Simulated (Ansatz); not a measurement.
Computed with frozen-core CCSD(T)/cc-pVQZ // ωB97X-D3(BJ)/def2-TZVP run with Ansatz (a program for electronic structure). The restricted HF reference is unstable towards unrestricted orbitals.

Ansatz 0.2 input:
```yaml
crystal:
  periodic: [false, false, false]
  atoms:
    - { symbol: F, position_ang: [-1.944772, 1.329408, -0.326589] }
    - { symbol: Si, position_ang: [-1.067236, 0.138323, 0.293232] }
    - { symbol: Si, position_ang: [1.02203, -0.179217, -0.313059] }
    - { symbol: F, position_ang: [2.02203, 1.055534, -0.532022] }
    - { symbol: H, position_ang: [-1.859954, -1.111951, 0.166486] }
    - { symbol: H, position_ang: [1.70166, -1.149078, 0.584395] }
basis:
  gaussian: { orbitals: cc-pVQZ }
correlation:
  method: ccsd_t
```

Output:

```
Functional definition: HF
1733 factors; integrals over basis functions are off by at most 9.3e-4 eV
mean field evaluation 1: about -21169.7068 eV, gradient 3.7e1 eV
mean field evaluation 2: about -21169.8213 eV, gradient 3.7e1 eV
mean field evaluation 4: about -21172.4976 eV, gradient 2.6e0 eV
mean field evaluation 8: about -21172.5455 eV, gradient 1.7e-1 eV
mean field evaluation 16: about -21171.4693 eV, gradient 2.6e1 eV
mean field -21172.54588801 eV, -778.0767101173 hartree, gradient 7.3e-6 eV, S^2 0.000000; 0 other end points of the search recorded, 0 dependent functions left out; unrestricted orbitals would lower it
12 core orbitals not correlated
reference -21172.54588801 eV, -778.0767101173 hartree; 12, 12 occupied and 264, 264 virtual orbitals, 1733 factors
second order -21.63987582 eV of doubles, -0.00000000 eV of singles
cycle   1  -21.56297731 eV  change    7.7e-2 eV  update   1.1e-1
cycle   2  -22.08238472 eV  change   -5.2e-1 eV  update   4.2e-2
cycle   3  -22.23950708 eV  change   -1.6e-1 eV  update   2.4e-2
cycle   4  -22.21328803 eV  change    2.6e-2 eV  update   7.4e-3
cycle   5  -22.20679749 eV  change    6.5e-3 eV  update   3.6e-3
cycle   6  -22.21050258 eV  change   -3.7e-3 eV  update   1.4e-3
cycle   7  -22.21019944 eV  change    3.0e-4 eV  update   5.9e-4
cycle   8  -22.20983304 eV  change    3.7e-4 eV  update   2.2e-4
cycle   9  -22.21001344 eV  change   -1.8e-4 eV  update   9.4e-5
cycle  10  -22.21006938 eV  change   -5.6e-5 eV  update   3.1e-5
cycle  11  -22.21002180 eV  change    4.8e-5 eV  update   1.3e-5
cycle  12  -22.21003802 eV  change   -1.6e-5 eV  update   5.2e-6
perturbative correction -0.85913155 eV, -0.0315725020 hartree
Total energy: -21195.61505758 eV, -778.9244864621 hartree
```

Cost: very roughly 28 core-minutes.
